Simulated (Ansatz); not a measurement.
CH5FGeOSi can be A, `[OH][Ge]1([F])[CH2][SiH2]1`, or B, `F[C]1([GeH3])O[SiH2]1`.

Calculated with Ansatz (gas phase, PBE0-D4/def2-TZVP geometries, no zero-point term in ΔE). CBS: MP2 limit from def2 TZ/QZ plus the TZ coupled-cluster correction, frozen cores. Functionals use def2-TZVPP. B3LYP here is the variant with VWN-RPA as its local correlation; programs differ in this. For Ge outer-core shells are correlated without core-valence functions, which leaves a few kJ/mol of doubt a bond. Scalar relativity is left out up to krypton. Each species was taken in one conformer, which may not be the lowest.

Q: Which is lower in electronic energy at CCSD(T)/CBS, and by how much? (Estimate.)

A: Computed: A, by 183.7 kJ/mol.

Q: Give E(B) − E(A) in kJ/mol with PBE-D4, MP2/def2-TZVPP, B3LYP-D4, CCSD(T)/def2-TZVPP, B3LYP, ωB97M-V, B2PLYP. (An estimate is asked.)

A: Computed: PBE-D4 169.6, MP2/def2-TZVPP 191.8, B3LYP-D4 169.3, CCSD(T)/def2-TZVPP 180.3, B3LYP 170.1, ωB97M-V 170.9, B2PLYP 178.1. None reverses the order clearly.

Largest T1 diagnostic: 0.015.

From PBE to PBE0 (25 % exact exchange), in def2-TZVPP and without D4, E(B) − E(A) moves by +8.1 kJ/mol.
